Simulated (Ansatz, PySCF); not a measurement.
System: CClF (charge 0, singlet). 
Structure (B3LYP-D3(BJ)/def2-TZVP (Ansatz, a program for electronic structure) minimum search):
SMILES: F[C]Cl
```xyz
3

F     -1.4677    -0.2909     0.0321
C     -0.5979     0.6705    -0.0192
Cl     0.9880    -0.0826    -0.0102
```

Quantity: atomisation energy (electronic, to ground-state atoms), in kcal/mol. Correlated levels leave the core frozen unless marked. Open shells are spin-unrestricted. No spin-orbit coupling. Non-relativistic. The coupled-cluster limit lacks core correlation, which all-electron functionals hold. CBS marks a two-point X^-3 extrapolation of the correlation energy; Hartree-Fock from the larger set.

```tsv
level	program	atomisation energy (kcal/mol)
HF/6-31G	Ansatz	72.7
HF/cc-pV(D+d)Z	Ansatz	114.1
HF/aug-cc-pV(T+d)Z	Ansatz	122.0
TPSS-D3(BJ)/def2-TZVPD	PySCF + dftd3	220.1
M06-L/def2-TZVPD	PySCF	220.0
r2SCAN/def2-TZVPD	Ansatz	217.6
PBE0-D3(BJ)/def2-TZVPD	Ansatz + dftd3	216.9
```

Q: What does CCSD(T)/CBS(aug-cc-pV(T+d)Z,aug-cc-pV(Q+d)Z) (Ansatz) give?

A: 214.1 kcal/mol, so PBE0-D3(BJ)/def2-TZVPD differs from it by 2.8 kcal/mol.
